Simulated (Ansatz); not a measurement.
`CC[SiH2][SiH3]` + `ClC[TeH]` → `[SiH3][Te]CCl` + `CC[SiH3]` at 500 K and 1 bar (cleavage of the Si–Si bond).

Isolated molecules relaxed with PBE0-D4/def2-TZVP in Ansatz; ΔE leaves out vibrations. CCSD(T)/CBS adds triple-zeta CCSD(T) − MP2 to the extrapolated MP2 energy (def2 sets, frozen cores). Elements past krypton have def2 core potentials. For Te outer-core shells are correlated without core-valence functions, which leaves a few kJ/mol of doubt a bond. Each species was taken in one conformer, which may not be the lowest.

```csv
species,CCSD(T)/CBS energy (Eh),H − E (kJ/mol),S (J/(mol·K))
`CC[SiH2][SiH3]`,-660.27614,334.9,439.1
`ClC[TeH]`,-767.34295,121.3,352.5
`[SiH3][Te]CCl`,-1057.64579,184.9,439.4
`CC[SiH3]`,-369.99568,274.2,352.5
```

H − E and S are ideal-gas, rigid-rotor, harmonic terms from PBE0-D4/def2-TZVP, for one conformer and one mirror image of each species. 1 Eh = 2625.50 kJ/mol, R = 8.31446 J/(mol·K).

Question: By hand: ΔE, ΔH, ΔS and ΔG.

Answer: ΔE = (-1057.64579) + (-369.99568) − (-660.27614) − (-767.34295) = -0.02238 Eh = -58.8 kJ/mol. Δ(H − E) = 184.9 + 274.2 − 334.9 − 121.3 = 2.9, so ΔH = -55.9 kJ/mol. ΔS = 439.4 + 352.5 − 439.1 − 352.5 = 0.3 J/(mol·K). ΔG = -55.9 − 500 × (0.3)/1000 = -56.0 kJ/mol.

Question: By hand: the equilibrium constant, and the temperature at which ΔG would vanish if ΔH and ΔS stayed fixed.

Answer: log₁₀ K = −ΔG/(RT ln 10) = 5.9. ΔH and −TΔS have one sign here, so there is no such temperature. One of them is within its doubt of zero, so this could turn.

The number of gas molecules stays the same, so ΔS is small and ΔH decides. A doubt of 5 kJ/mol in ΔE shifts log₁₀ K by 0.5 here. Other conformers and mirror images would add mixing entropy, several J/(mol·K) or more a flexible species. Modes under 60 cm⁻¹, often nearly free rotors, make the harmonic entropy too high. These are equilibria of isolated gas molecules and say nothing of rates. Largest T1 diagnostic: 0.011 (customary marks: 0.02 for closed shells, 0.045 for open ones).
